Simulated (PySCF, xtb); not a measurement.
Si(CCH)(F)2(Me) (C₃H₄F₂Si), SMILES C#C[Si](C)(F)F.

Harmonic wavenumbers (cm⁻¹) from GFN2-xTB run with xtb 6.7.1 at its own minimum, in rising order: 80, 108, 119, 174, 211, 240, 297, 313, 618, 684, 687, 775, 808, 840, 877, 882, 1385, 1468, 1474, 2220, 3029, 3046, 3051, 3362.

What does PBE-D3(BJ)/def2-SVP in PySCF give at its own minimum? (An estimate is asked for; the answer gives what the named calculation found.)

119, 123, 137, 208, 247, 294, 352, 382, 584, 707, 712, 717, 751, 793, 881, 937, 1230, 1372, 1377, 2097, 2986, 3089, 3091, 3388. Paired by order, the mean absolute difference is 52 cm⁻¹ and the zero-point energies are 38.2 and 38.0 kcal/mol.
